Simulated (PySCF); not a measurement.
Species: C₃H₈OSe.
Atom-mapped SMILES: `[CH3:1][O:2][CH2:3][CH2:4][SeH:5]` (hydrogens: H6, H7, H8 on C1; H9, H10 on C3; H11, H12 on C4; H13 on Se5)

Theory: PySCF 2.14.0, PBE0-D3(BJ)/def2-SVP geometry optimisation, gas phase.

Question: What internal coordinates does the optimisation give?

Answer: 
| bond | length (Å) | order |
| --- | --- | --- |
| C1–O2 | 1.396 | single |
| O2–C3 | 1.398 | single |
| C3–C4 | 1.521 | single |
| C4–Se5 | 1.957 | single |
| C1–H6, C1–H7, C1–H8 | 1.105 | single |
| C3–H9 | 1.111 | single |
| C3–H10 | 1.101 | single |
| C4–H11, C4–H12 | 1.100 | single |
| Se5–H13 | 1.471 | single |

Bonds in one row agree within 0.01 Å and their mean is given. Orders are formal, as drawn. A selection of angles:
| angle | degrees |
| --- | --- |
| O2–C1–H6 | 111.7 |
| O2–C1–H7 | 112.8 |
| O2–C1–H8 | 107.6 |
| H6–C1–H7 | 108.2 |
| C1–O2–C3 | 114.9 |
| O2–C3–C4 | 114.3 |
| O2–C3–H9 | 110.2 |
| O2–C3–H10 | 106.2 |
| C4–C3–H9 | 108.4 |
| C4–C3–H10 | 109.6 |
| H9–C3–H10 | 107.9 |
| C3–C4–Se5 | 112.7 |
| C3–C4–H11 | 109.4 |
| C3–C4–H12 | 111.7 |
| Se5–C4–H11 | 106.1 |
| Se5–C4–H12 | 109.2 |
| H11–C4–H12 | 107.4 |
| C4–Se5–H13 | 92.8 |

Dihedral angles: C1–O2–C3–C4 70° (synclinal); O2–C3–C4–Se5 57° (synclinal); H13–Se5–C4–C3 -37° (synclinal). The mirror-image conformer, all signs reversed, is as good.

Of the pairs four or more bonds apart, O2···H13 is among the closest relative to their van der Waals radii: 2.43 Å, 90 % of the sum of Bondi's values. Se5 (selenium bonded to C and H) is bent (angle 92.8°).

Point group: C1 (no symmetry element, even within 0.4 Å). No PBE0-D3(BJ)/def2-SVP frequencies stand behind this structure, so it isn't proved a minimum. One conformer, not necessarily the lowest (C1–O2–C3–C4 70°, O2–C3–C4–Se5 57°, C3–C4–Se5–H -37°).

Time: 50 s wall; peak memory 0.55 GiB. Hardware: an Arm Neoverse V1 with one thread, shared host with 64 logical CPUs at a one-minute load of 38. This is the geometry optimisation.
